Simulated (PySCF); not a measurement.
C5H12OSi, SMILES C=C[SiH](CC)OC, singlet (GFN2-xTB optimised geometry):

```
19

Si    -0.222    -0.285     0.000
C     -0.776    -1.276     1.514
C     -1.826    -0.975     2.264
C     -0.940    -1.003    -1.601
C     -0.587    -2.473    -1.774
O     -0.805     1.235     0.000
C     -0.570     2.234     0.945
H      1.252    -0.285     0.000
H     -0.203    -2.158     1.776
H     -2.441    -0.114     2.052
H     -2.126    -1.565     3.118
H     -0.568    -0.442    -2.459
H     -2.025    -0.894    -1.607
H      0.492    -2.608    -1.794
H     -0.996    -2.868    -2.703
H     -0.984    -3.061    -0.950
H     -1.252     3.061     0.739
H     -0.740     1.867     1.959
H      0.459     2.593     0.875
```

Level of theory: CAM-B3LYP/def2-SVP run with PySCF.

### Question
What are the frontier orbital energies and the dipole moment?

### Answer
HOMO-2 -9.61 eV, HOMO-1 -9.16 eV, HOMO -8.94 eV, LUMO 0.99 eV, LUMO+1 2.64 eV; dipole moment 0.91 D.

On the same geometry PBE/def2-SVP (PySCF 2.14.0) gives HOMO-2 -6.84 eV, HOMO-1 -6.38 eV, HOMO -6.22 eV, LUMO -1.22 eV, LUMO+1 0.68 eV; dipole moment 0.76 D.

Meta-Löwdin charges at CAM-B3LYP/def2-SVP: Si1 0.99, C2 -0.35, C3 -0.19, C4 -0.40, C5 -0.28, O6 -0.61, C7 -0.06, H8 -0.15, H9 0.10, H10 0.10, H11 0.10, H12 0.10, H13 0.10, H14 0.09, H15 0.09, H16 0.09, H17 0.10, H18 0.09, H19 0.09.
